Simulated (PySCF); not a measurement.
Ga(F)2(vinyl) (C2H3F2Ga), SMILES C=[CH][Ga]([F])[F].

The structure is a stationary point at B3LYP-D3(BJ)/def2-SVP. The values are those of a single conformer.

All values below come from ωB97X/def2-TZVP (PySCF).

Isolated molecule, no solvent.

Problem. Estimate the frontier levels, gap, dipole moment and polarisability. (The exact figures need the calculation; the answer reports its results.)

Solution. 
The highest occupied level is -11.28 eV and the lowest empty level is 0.30 eV. The orbital gap is 11.58 eV, the dipole moment is 3.66 D and the quadrupole, principal values (traceless, Buckingham form, about the centre of nuclear charge) is -4.90, 1.10, 3.80 D·Å. The mean static polarisability is 46.2 bohr³ (6.85 Å³). The polarisability, principal values comes out as 31.4, 44.5, 62.7 bohr³.
